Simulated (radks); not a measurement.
Neutral rhodium, configuration [Kr] 4d(up 5, down 3) 5s(up 0.5, down 0.5) (fractional occupations, a model configuration). Calculated with a radial shooting solver on a logarithmic mesh with Libxc functionals: scalar-relativistic Kohn-Sham, LDA (Slater exchange, Perdew-Wang correlation), spin-polarised, spherical densities, point nucleus. Some entries of the table are withheld. Estimate them.

orbital  occ.  eigenvalue (eV)  <r> (bohr)  <r^2> (bohr^2)
1s up       1        -23008.99     0.03266        0.001441
1s down     1        -23008.99     0.03266        0.001441
2s up       1        -3336.670      0.1421         0.02379
2s down     1        -3336.382      0.1421         0.02379
2p up       3        -2992.384      0.1238         0.01871
2p down     3        -2992.158      0.1238         0.01871
3s up       1        -595.7511      0.3914          0.1754
3s down     1        -595.5474      0.3914          0.1753
3p up       3        -482.5869      0.3911          0.1778
3p down     3        -482.3655      0.3910          0.1777
3d up       5        -301.0696      0.3707          0.1643
3d down     5        -300.7751      0.3706          0.1642
4s up       1         -83.0929      0.9797             (1)
4s down     1         -81.8753      0.9787             (2)
4p up       3         -51.0936       1.081           1.343
4p down     3         -49.8349       1.081           1.343
4d up       5          -6.6640         (3)           3.111
4d down     3          -5.5201         (4)           3.307
5s up     0.5          -4.7787         (5)           11.90
5s down   0.5          -4.3649         (6)           12.71

Answer. 
(1) 4s up <r^2> (bohr^2): 1.089
(2) 4s down <r^2> (bohr^2): 1.087
(3) 4d up <r> (bohr): 1.580
(4) 4d down <r> (bohr): 1.619
(5) 5s up <r> (bohr): 3.208
(6) 5s down <r> (bohr): 3.311
